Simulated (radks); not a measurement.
Values are calculated unless marked as measured or tabulated.
Problem. Radial electron density D(r) = 4 pi r^2 rho(r) of an atom or ion with 66 electrons. Level of theory: scalar-relativistic Kohn-Sham, Slater X-alpha with alpha = 0.826, spin-unpolarised, spherical densities, point nucleus (a radial shooting solver on a logarithmic mesh with Libxc functionals).

| r (bohr) | D(r) (e/bohr) |
|---|---|
| 0.00188 | 13.37 |
| 0.002188 | 16.72 |
| 0.002548 | 20.77 |
| 0.002966 | 25.58 |
| 0.003453 | 31.23 |
| 0.00402 | 37.71 |
| 0.004717 | 45.38 |
| 0.005491 | 53.31 |
| 0.006393 | 61.59 |
| 0.007442 | 69.79 |
| 0.008664 | 77.38 |
| 0.01009 | 83.70 |
| 0.01174 | 88.11 |
| 0.01367 | 90.11 |
| 0.01604 | 89.46 |
| 0.01867 | 86.71 |
| 0.02174 | 83.06 |
| 0.02531 | 80.28 |
| 0.02946 | 80.39 |
| 0.0343 | 84.91 |
| 0.03993 | 93.93 |
| 0.04649 | 105.5 |
| 0.05455 | 116.2 |
| 0.06351 | 120.5 |
| 0.07393 | 116.7 |
| 0.08607 | 106.4 |
| 0.1002 | 95.66 |
| 0.1167 | 91.24 |
| 0.1358 | 95.82 |
| 0.1581 | 104.5 |
| 0.1855 | 107.1 |
| 0.216 | 96.11 |
| 0.2514 | 75.17 |
| 0.2927 | 55.97 |
| 0.3408 | 48.54 |
| 0.3967 | 52.35 |
| 0.4618 | 57.75 |
| 0.5376 | 55.79 |
| 0.6309 | 44.99 |
| 0.7345 | 32.24 |
| 0.8551 | 22.39 |
| 0.9954 | 16.61 |
| 1.159 | 13.23 |
| 1.349 | 10.38 |
| 1.571 | 7.414 |
| 1.828 | 4.673 |
| 2.146 | 2.539 |
| 2.498 | 1.349 |
| 2.908 | 0.7624 |
| 3.385 | 0.4862 |
| 3.941 | 0.3218 |
| 4.588 | 0.1936 |
| 5.341 | 0.09679 |
| 6.218 | 0.03818 |
| 7.297 | 0.01066 |
| 8.495 | 0.002309 |
| 9.889 | 0.0003532 |

What is the nuclear charge?

Solution. Z = 67. The innermost maximum, from 1s, lies near gamma/Z bohr with gamma = sqrt(1 - (Z/c)^2) = 0.872, here 0.013 bohr (found: 0.0142), and its height grows with Z. The density is that of the holmium ion Ho+ in [Xe] 4f11 6s1; the configuration itself is not fixed sharply by these data, and Z only to a few units. D(r) has 4 maxima, at r = 0.0142, 0.0640, 0.177, 0.485 bohr, and minima at 0.0272, 0.117, 0.343 bohr, inside which lie 1.92, 11.17, 29.53 electrons.
